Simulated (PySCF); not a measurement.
# Basis and Hamiltonian dependence of the ionisation energy of O+

O+ [He] 2s2 2p3 (4S) → O(2+) [He] 2s2 2p2 (3P). All values are computed (PySCF 2.14, energy differences of UHF-based or UKS calculations, no spin-orbit coupling). Values in eV.

```json
{"basis": "6-31G*", "Hamiltonian": "non-relativistic", "functions": "14", "UHF": "34.661", "LDA": "n/a", "PBE0": "n/a", "MP2 (valence)": "35.033", "CCSD(T) (valence)": "34.853", "CCSD(T) (valence and next inner shell)": "n/a"}
{"basis": "jorge-DZP-DKH", "Hamiltonian": "spin-free X2C", "functions": "15", "UHF": "34.751", "LDA": "n/a", "PBE0": "n/a", "MP2 (valence)": "35.070", "CCSD(T) (valence)": "34.857", "CCSD(T) (valence and next inner shell)": "n/a"}
{"basis": "aug-cc-pVDZ-DK", "Hamiltonian": "spin-free X2C", "functions": "23", "UHF": "34.549", "LDA": "35.603", "PBE0": "35.335", "MP2 (valence)": "34.982", "CCSD(T) (valence)": "34.804", "CCSD(T) (valence and next inner shell)": "n/a"}
{"basis": "x2c-TZVPall", "Hamiltonian": "spin-free X2C", "functions": "31", "UHF": "34.573", "LDA": "n/a", "PBE0": "35.306", "MP2 (valence)": "35.191", "CCSD(T) (valence)": "35.021", "CCSD(T) (valence and next inner shell)": "n/a"}
{"basis": "x2c-TZVPPall with one added diffuse shell each of s, p, d type", "Hamiltonian": "spin-free X2C", "functions": "40", "UHF": "34.574", "LDA": "35.575", "PBE0": "35.307", "MP2 (valence)": "35.193", "CCSD(T) (valence)": "35.025", "CCSD(T) (valence and next inner shell)": "35.042"}
{"basis": "dyall-av2z", "Hamiltonian": "non-relativistic", "functions": "42", "UHF": "34.588", "LDA": "35.593", "PBE0": "35.320", "MP2 (valence)": "35.086", "CCSD(T) (valence)": "34.905", "CCSD(T) (valence and next inner shell)": "n/a"}
{"basis": "aug-cc-pVTZ-DK", "Hamiltonian": "spin-free X2C", "functions": "46", "UHF": "34.556", "LDA": "35.562", "PBE0": "35.295", "MP2 (valence)": "35.188", "CCSD(T) (valence)": "35.019", "CCSD(T) (valence and next inner shell)": "n/a"}
{"basis": "aug-cc-pCVTZ-DK", "Hamiltonian": "spin-free X2C", "functions": "59", "UHF": "34.550", "LDA": "35.562", "PBE0": "35.295", "MP2 (valence)": "35.187", "CCSD(T) (valence)": "35.018", "CCSD(T) (valence and next inner shell)": "35.056"}
{"basis": "def2-QZVPPD", "Hamiltonian": "non-relativistic", "functions": "66", "UHF": "34.579", "LDA": "35.591", "PBE0": "35.314", "MP2 (valence)": "35.250", "CCSD(T) (valence)": "35.078", "CCSD(T) (valence and next inner shell)": "35.107"}
{"basis": "x2c-QZVPPall with one added diffuse shell each of s, p, d, f type", "Hamiltonian": "spin-free X2C", "functions": "73", "UHF": "34.570", "LDA": "35.582", "PBE0": "35.305", "MP2 (valence)": "35.242", "CCSD(T) (valence)": "35.071", "CCSD(T) (valence and next inner shell)": "35.100"}
{"basis": "aug-cc-pCVTZ-DK with one added diffuse shell each of s, p, d, f type", "Hamiltonian": "spin-free X2C", "functions": "75", "UHF": "34.550", "LDA": "35.562", "PBE0": "35.295", "MP2 (valence)": "35.188", "CCSD(T) (valence)": "35.019", "CCSD(T) (valence and next inner shell)": "35.057"}
{"basis": "aug-cc-pVQZ", "Hamiltonian": "non-relativistic", "functions": "80", "UHF": "34.574", "LDA": "35.586", "PBE0": "35.309", "MP2 (valence)": "35.250", "CCSD(T) (valence)": "35.077", "CCSD(T) (valence and next inner shell)": "n/a"}
{"basis": "aug-cc-pVQZ with one added diffuse shell each of s, p, d, f, g type", "Hamiltonian": "non-relativistic", "functions": "105", "UHF": "34.575", "LDA": "35.587", "PBE0": "35.310", "MP2 (valence)": "35.251", "CCSD(T) (valence)": "n/a", "CCSD(T) (valence and next inner shell)": "n/a"}
{"basis": "aug-cc-pV5Z", "Hamiltonian": "non-relativistic", "functions": "127", "UHF": "34.576", "LDA": "35.591", "PBE0": "35.313", "MP2 (valence)": "35.271", "CCSD(T) (valence)": "n/a", "CCSD(T) (valence and next inner shell)": "n/a"}
```

Extrapolation of MP2 (valence) from aug-cc-pVQZ and aug-cc-pV5Z: the correlation parts are 0.676 and 0.695 eV; with the X⁻³ form and unrounded values, (5³ × 0.695 − 4³ × 0.676)/(5³ − 4³) = 0.716 eV, and adding the Hartree-Fock value 34.576 eV of the larger basis gives 35.292 eV.

Frozen in the all-electron rows: valence: 1s2; valence and next inner shell: nothing.

Between the lowest levels the reference is 35.121 eV (measured; NIST Atomic Spectra Database, ionization energies); it includes spin-orbit coupling, which these numbers lack.
